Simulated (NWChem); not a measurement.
System: C₂H₃BFNO; SMILES C1B(OC=N1)F

NWChem input:

```
start job
memory heap 200 mb stack 900 mb global 1100 mb
geometry units angstroms noautosym nocenter noautoz
  F      0.069749     2.062713     0.000000
  B      0.061685     0.747918     0.000000
  C      1.217588    -0.320388     0.000000
  N      0.472547    -1.581345     0.000000
  C     -0.754207    -1.277053     0.000000
  O     -1.123449     0.048461     0.000000
  H      1.887330    -0.269103     0.876170
  H      1.887330    -0.269103    -0.876170
  H     -1.586891    -1.986624     0.000000
end
basis spherical
  * library 6-31g*
end
dft
  xc b3lyp
  iterations 150
end
property
  shielding 8 1 2 3 4 5 6 7 9
end
task dft property
```

NWChem printed, in part:

```
             Northwest Computational Chemistry Package (NWChem) 7.3.0
             --------------------------------------------------------

                             Geometry "geometry" -> ""
                             -------------------------

 Output coordinates in angstroms (scale by  1.889725989 to convert to a.u.)

  No.       Tag          Charge          X              Y              Z
 ---- ---------------- ---------- -------------- -------------- --------------
    1 F                    9.0000     0.06974900     2.06271300     0.00000000
    2 B                    5.0000     0.06168500     0.74791800     0.00000000
    3 C                    6.0000     1.21758800    -0.32038800     0.00000000
    4 N                    7.0000     0.47254700    -1.58134500     0.00000000
    5 C                    6.0000    -0.75420700    -1.27705300     0.00000000
    6 O                    8.0000    -1.12344900     0.04846100     0.00000000
    7 H                    1.0000     1.88733000    -0.26910300     0.87617000
    8 H                    1.0000     1.88733000    -0.26910300    -0.87617000
    9 H                    1.0000    -1.58689100    -1.98662400     0.00000000

 Effective nuclear repulsion energy (a.u.)     216.4373225180

                              NWChem Property Module
                              ----------------------

  itol2e modified to match energy
  convergence criterion.

                                 NWChem DFT Module
                                 -----------------

 Summary of "ao basis" -> "ao basis" (spherical)
 ------------------------------------------------------------------------------
       Tag                 Description            Shells   Functions and Types
 ---------------- ------------------------------  ------  ---------------------
 F                           6-31g*                  6       14   3s2p1d
 B                           6-31g*                  6       14   3s2p1d
 C                           6-31g*                  6       14   3s2p1d
 N                           6-31g*                  6       14   3s2p1d
 O                           6-31g*                  6       14   3s2p1d
 H                           6-31g*                  2        2   2s

  itol2e modified to match energy
  convergence criterion.

[...]

          -----------------------------------------
          Chemical Shielding Tensors (GIAO, in ppm)
          -----------------------------------------

                                NWChem CPHF Module
                                ------------------

  scftype          =     RHF
  nclosed          =       22
  nopen            =        0
  variables        =     1496
  # of vectors     =        3
  tolerance        = 0.10D-03
  level shift      = 0.00D+00
  max iterations   =       50
  max subspace     =       30

 SCF residual:    5.7938828048056724E-005

Iterative solution of linear equations
  No. of variables     1496
  No. of equations        3
  Maximum subspace       30
        Iterations       50
       Convergence  1.0D-04

   iter   nsub   residual    time
   ----  ------  --------  ---------
     1      3    4.98D-01      30.4
     2      6    4.32D-02      34.2
     3      9    1.53D-03      38.0
     4     12    8.34D-05      41.7

      Atom:    1  F
        Diamagnetic
    460.2495      1.3499     -0.0000
      1.3499    490.3626     -0.0000
     -0.0000     -0.0000    461.7579

        Paramagnetic
   -319.3285    -53.9090      0.0000
    -53.9090   -221.4036      0.0000
      0.0000      0.0000      6.1269

        Total Shielding Tensor
    140.9210    -52.5591      0.0000
    -52.5591    268.9590      0.0000
      0.0000      0.0000    467.8847

           isotropic =     292.5882
          anisotropy =     262.9448

          Principal Components and Axis System
                 1           2           3
              467.8847    287.7705    122.1095

      1         0.0000     -0.3370      0.9415
      2        -0.0000      0.9415      0.3370
      3         1.0000      0.0000     -0.0000

      Atom:    2  B
        Diamagnetic
    199.5540     -0.4057     -0.0000
     -0.4057    209.7365     -0.0000
     -0.0000     -0.0000    181.6991

        Paramagnetic
   -123.5620    -14.9641      0.0000
    -14.9641   -148.6347      0.0000
      0.0000      0.0000    -94.2047

        Total Shielding Tensor
     75.9920    -15.3698      0.0000
    -15.3698     61.1019      0.0000
      0.0000      0.0000     87.4944

           isotropic =      74.8628
          anisotropy =      18.9475

          Principal Components and Axis System
                 1           2           3
               87.4944     85.6250     51.4689

      1        -0.0000      0.8473      0.5311
      2         0.0000     -0.5311      0.8473
      3         1.0000      0.0000     -0.0000

      Atom:    3  C
        Diamagnetic
    253.1694      2.0540      0.0000
      2.0540    256.8109      0.0000
      0.0000      0.0000    242.2338

        Paramagnetic
   -113.7216     12.6561     -0.0000
     12.6561    -85.2299     -0.0000
     -0.0000     -0.0000    -96.7301

        Total Shielding Tensor
    139.4479     14.7101     -0.0000
     14.7101    171.5810      0.0000
     -0.0000      0.0000    145.5037

           isotropic =     152.1775
          anisotropy =      37.6806

          Principal Components and Axis System
                 1           2           3
              177.2979    145.5037    133.7309

      1         0.3622     -0.0000      0.9321
      2         0.9321      0.0000     -0.3622
      3        -0.0000      1.0000      0.0000

      Atom:    4  N
        Diamagnetic
    336.5834      9.9145      0.0000
      9.9145    323.1082     -0.0000
      0.0000     -0.0000    306.8079

        Paramagnetic
   -446.8158   -111.4559     -0.0000
   -111.4559   -455.5102     -0.0000
     -0.0000     -0.0000    -72.6345

[...]
```

Level: B3LYP/6-31G* (spherical d), GIAO. Geometry: optimised at PBE0/def2-SVP. The output numbers the shielded atoms by their place in the input's list. The printed shielding anisotropy is the first printed principal value minus the mean of the other two.
